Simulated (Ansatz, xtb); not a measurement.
Relative energy of two isomers of F2H2N2Si

Structure X: `[H]/N=N/[SiH](F)F`, a singlet. Structure Y: `[H]/N=N\[SiH](F)F`, a singlet. Both are isolated molecules in the gas phase, relaxed with BLYP-D3(BJ)/def2-SVP; the shapes shown needn't be the lowest conformers.

X (Å):

```csv
atom,x (Å),y (Å),z (Å)
F,3.1451,2.2820,-0.3094
F,0.7254,2.1570,-1.3340
N,1.0369,-0.0142,1.5740
N,1.1334,1.1843,1.1977
Si,1.8300,1.3412,-0.4660
H,0.6233,-0.0077,2.5486
H,2.1839,0.0701,-1.1469
```

Y (Å):

```xyz
7

F     2.1935   -1.2924    0.1113
F     0.0189    0.1962    0.0141
N     0.5236    0.2464    3.0428
N     1.5694    0.1964    2.3490
Si    1.5645    0.1391    0.5469
H    -0.3594    0.2530    2.4393
H     2.3636    1.2454   -0.0287
```

Problem. Which of the two would you expect CCSD(T)/def2-SVP + ΔMP2/def2-TZVPP electronic energies to favour?

Solution. Structure X; the calculation gives E(Y) − E(X) = +22.0 kJ/mol.

Level by level:

| level | geometry | E(Y) − E(X) (kJ/mol) | departure from the last row (kJ/mol) | job, with rough time for the two |
| --- | --- | --- | --- | --- |
| GFN2-xTB | GFN2-xTB | +4.1 | −17.9 | optimisation, 0.12 s |
| HF/STO-3G | GFN2-xTB | +9.7 | −12.3 | single point, 0.24 s |
| r2SCAN-D4/def2-SVP | GFN2-xTB | +13.0 | −9.0 | single point, 1.8 s |
| BLYP-D3(BJ)/def2-SVP | BLYP-D3(BJ)/def2-SVP | +17.7 | −4.3 | optimisation, 17 s |
| HF/def2-SVP | BLYP-D3(BJ)/def2-SVP | +29.6 | +7.6 | part of the CCSD(T) run |
| MP2/def2-SVP | BLYP-D3(BJ)/def2-SVP | +25.7 | +3.7 | part of the CCSD(T) run |
| CCSD(T)/def2-SVP | BLYP-D3(BJ)/def2-SVP | +23.8 | +1.8 | single point |
| CCSD(T)/def2-SVP + ΔMP2/def2-TZVPP | BLYP-D3(BJ)/def2-SVP | +22.0 |  | single point, 15 s |

As drawn, both hold the same kinds of bond in the same numbers.

The levels shown agree on the order. The largest departure from CCSD(T)/def2-SVP + ΔMP2/def2-TZVPP is that of GFN2-xTB, 17.9 kJ/mol. The last row adds to CCSD(T) the change of the MP2 difference between the two basis sets, here −1.8 kJ/mol.

With harmonic frequencies from BLYP-D3(BJ)/def2-SVP (ideal gas, rigid rotor, one conformer each, 298.15 K, 1 atm): on the last row, ΔE + ΔZPE = +21.6, ΔH = +21.3, ΔG = +22.6 kJ/mol.

The correlated steps freeze 9 core orbitals. Mirror images aren't counted in ΔG. Programs: Ansatz 0.2.0, xtb 6.7.1; the last row on 1 thread of AMD EPYC 9R45 96-Core Processor (Zen 5) on a shared host.
